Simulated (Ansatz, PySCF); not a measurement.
H3InO, singlet, geometry from GFN2-xTB (such geometries of metal compounds can be far from the true shape) (core potentials on In), with bond 2-1 at 2.4 times its length. Base run: CASSCF(4,6)/def2-SVP run with PySCF.

Input for PySCF:
```python
from pyscf import gto, scf, mcscf
import numpy

mol = gto.M(
    atom='''
In    0.023694   -0.135809   -0.234994
H    -3.296886   -0.136399   -2.541039
H     1.504410   -0.892823   -0.608732
O    -0.219998    0.841698    1.405640
H     0.454447    0.949928    2.074183
''',
    basis='def2-svp',
    ecp={'In': 'def2-svp'},
    charge=0,
    spin=0,
    verbose=4,
)

mf = scf.RHF(mol)
mf.kernel()
mc = mcscf.CASSCF(mf, 6, 4)
mc.fix_spin_(ss=0.0)
mc.kernel()
occ = numpy.linalg.eigvalsh(mc.fcisolver.make_rdm1(mc.ci, mc.ncas, mc.nelecas))[::-1]
ss = mc.fcisolver.spin_square(mc.ci, mc.ncas, mc.nelecas)[0]
print('natural occupations', occ.round(4), ' <S^2>', round(ss, 4))
```

Programs used: Ansatz (an electronic-structure program), PySCF; a row that names a program was run with it.

Variants of this job, named by their change:

| change | ΔE vs base (kcal/mol) | natural occupations | <S^2> of the state | outcome |
|---|---|---|---|---|
| base | 0.000 | 1.97 1.28 0.72 0.02 0.01 0.00 | 0.00 | converged |
| start = MP2 natural orbitals | 1.87 | 1.98 1.28 0.72 0.02 0.00 0.00 | 0.00 | converged |
| active space = 8 electrons, 6 orbitals | - | - | - | not converged |
| correction = SC-NEVPT2 | -162.9 | 1.97 1.28 0.72 0.02 0.01 0.00 | 0.00 | converged |
| orbitals = fixed (CASCI) | 27.80 | 2.00 1.35 0.65 0.00 0.00 0.00 | 0.00 | converged |
| active space = 2 electrons, 2 orbitals | 15.33 | 1.28 0.72 | 0.00 | converged |
| fix_spin_ = off | 0.000 | 1.97 1.28 0.72 0.02 0.01 0.00 | 0.00 | converged |
| code = ansatz | -1.12 | - | - | converged |
| active space = 6 electrons, 7 orbitals | -19.08 | 1.98 1.98 1.28 0.72 0.02 0.02 0.00 | 0.00 | converged |
| state_average = 2 states | 2.17 | - | - | converged |
| active space = 2 electrons, 4 orbitals | 15.25 | 1.28 0.72 0.00 0.00 | 0.00 | converged |

Active orbitals are taken around the Fermi level unless the row says otherwise; CASSCF can end in different local minima, and two programs can end on different orbitals. State-averaged rows give the lowest state.
